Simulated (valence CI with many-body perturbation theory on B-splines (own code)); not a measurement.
**Energy levels of Au40+**

Computed by valence CI with perturbative core correlation (CI+MBPT): three valence electrons over a frozen Dirac-Fock core [Kr], a basis of 7 s, 7 p, 8 d, 6 f, 4 g, 1 h functions for each j, with the one-electron correlation potential Σ1 (screened to all orders), the two-electron term Σ2, the three-electron term Σ3, Breit, model QED; selected single and double excitations, second order for the rest, scaled by the run's own slope (own B-spline code, finite nucleus).

No measured spectrum was set against this ion. As an estimate, large intervals hold to a few tenths of a per cent, small ones and those within an open d or f shell to about a per cent. The list stops below the first excitations out of the core.

Levels 1 to 19 of 19, with energies above the lowest level, (4d3/2^3) J=3/2. "Leading %" is the weight of the configuration and term that name the level; weights of strongly mixed levels are sums over their largest components and can fall short. In the jj column 3d3/2^4 stands for four electrons in 3d with j = 3/2. Lifetimes count E1, E2, E3, M1 and M2 decay at the calculated energies, and are blank where another channel may lead or the interval is too uncertain; long ones can be off by a factor of two.

```csv
No.,Configuration,Term,J,E (cm⁻¹),Leading %,Lifetime,Leading jj
1,4d³,⁴F,3/2,0,46,,4d3/2^3 (98 %)
2,4d³,⁴F,5/2,182000,83,6.84 μs,4d3/2^2 4d5/2 (99 %)
3,4d³,⁴P,3/2,202440,39,8.53 μs,4d3/2^2 4d5/2 (98 %)
4,4d³,²G,7/2,217390,49,1.58 ms,4d3/2^2 4d5/2 (97 %)
5,4d³,²H,9/2,219170,46,25.7 s,4d3/2^2 4d5/2 (99 %)
6,4d³,⁴P,1/2,220720,58,22.6 μs,4d3/2^2 4d5/2 (100 %)
7,4d³,²D,5/2,295850,41,55.9 μs,4d3/2^2 4d5/2 (94 %)
8,4d³,⁴F,7/2,395590,65,3.67 μs,4d3/2 4d5/2^2 (98 %)
9,4d³,⁴F,9/2,412070,51,6.32 μs,4d3/2 4d5/2^2 (98 %)
10,4d³,⁴P,3/2,426720,41,3.06 μs,4d3/2 4d5/2^2 (99 %)
11,4d³,²P,1/2,436870,58,4.73 μs,4d3/2 4d5/2^2 (100 %)
12,4d³,²D,5/2,441690,38,5.95 μs,4d3/2 4d5/2^2 (95 %)
13,4d³,²H,11/2,445410,100,15.4 μs,4d3/2 4d5/2^2 (100 %)
14,4d³,²D,5/2,470390,44,9.62 μs,4d3/2 4d5/2^2 (98 %)
15,4d³,²F,7/2,474090,79,11.9 μs,4d3/2 4d5/2^2 (98 %)
16,4d³,²D,3/2,538690,77,5.64 μs,4d3/2 4d5/2^2 (94 %)
17,4d³,²G,9/2,624280,51,3.06 μs,4d5/2^3 (98 %)
18,4d³,²D,3/2,669290,45,2.90 μs,4d5/2^3 (95 %)
19,4d³,²D,5/2,704730,60,2.31 μs,4d5/2^3 (96 %)
```

The ionisation energy to 4d² ³F2 of the next ion comes out as 1905.2 eV (NIST: 1904 ± 4 eV (theoretical)). All 19 levels together are meant to be complete up to 1135600 cm⁻¹.
